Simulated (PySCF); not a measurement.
How methods differ on the ionisation energy of Re²⁺

Re²⁺ [Xe] 4f14 5d5 (6S) → Re³⁺ [Xe] 4f14 5d4 (5D), as a difference of total energies. Calculation: PySCF 2.14, in aug-cc-pVTZ-PP with ECP60MDF (6s6p5d3f2g, 88 functions); scalar relativity through the core potential. Correlated levels: valence: 5s2 5p6 frozen. The calculations carry no spin-orbit coupling.

| method | ionisation energy (eV) |
| --- | --- |
| UHF | 27.243 |
| LDA | 28.563 |
| PBE | 28.390 |
| PBE0 | 28.321 |
| r2SCAN | 28.357 |
| wB97X-V | 27.868 |
| revPBE | 28.328 |
| BLYP | 28.052 |
| TPSS | 28.130 |
| MP2 (valence) | 27.830 |
| SCS-MP2 (valence) | 27.439 |

Q: How much does correlation contribute at MP2 (valence)?

A: 27.830 − (27.243) = 0.587 eV, measured against UHF.

The reference lies between the lowest fine-structure levels, while these numbers refer to the centres of the terms.

Errors of the correlated levels include the incompleteness of this basis and the frozen core.

For comparison: 27 ± 1.6 eV (theoretical estimate listed by NIST; NIST Atomic Spectra Database, ionization energies).
